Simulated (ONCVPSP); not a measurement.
## Plane-wave convergence, ONCV potential for W (Z = 74)

| Quantity | Value |
| --- | --- |
| Element | tungsten |
| Generator | ONCVPSP 4.0.1 |
| Type | optimised norm-conserving Vanderbilt (ONCV) |
| Functional | PBEsol |
| Relativity | scalar-relativistic |
| Frozen core | [Kr] 4d10 4f14 |
| Valence charge | 14 |
| Reference configuration | 5s2 5p6 5d4.5 6s1.5 |
| Partial waves | 5s+6s: rc 1.95 bohr, ncon 3, nbas 6, qcut 6.4 1/bohr, 2 projectors; 5p: rc 2.00 bohr, ncon 4, nbas 7, qcut 5.4 1/bohr, 2 projectors, debl 3.4 Ha; 5d: rc 1.60 bohr, ncon 4, nbas 8, qcut 6 1/bohr, local; f scattering state at 0.28 Ha: rc 1.65 bohr, ncon 4, nbas 7, qcut 6.1 1/bohr, 1 projector |
| Local potential | the d channel |
| Core correction | polynomial model core, fcfact 0.4 |

Question: For each optimised wave give the share of its norm inside rc, the residual kinetic energy above qcut (Ha) and the cutoffs (Ha) for errors of 10, 1, 0.1 and 0.01 mHa per electron.

Answer:

```
         wave  norm inside rc  residual KE  10 mHa  1 mHa  0.1 mHa  0.01 mHa
           5s           0.981      2.4e-06     5.3   12.5     15.8      18.3
           6s           0.105      2.3e-06     4.2   12.3     16.0      18.9
           5p           0.939      1.9e-05     9.0   11.3     13.4      16.1
p projector 2           0.173      1.2e-04     8.6   11.2     18.1      47.7
           5d           0.348      3.5e-05    10.6   14.0     16.9      23.1
f projector 1           0.002      3.6e-04     1.5   13.2     40.4      71.3
```

The occupied waves need 14 Ha and 17 Ha for 1 and 0.1 mHa. Rows with under 1 % of the norm inside rc give no meaningful cutoff.
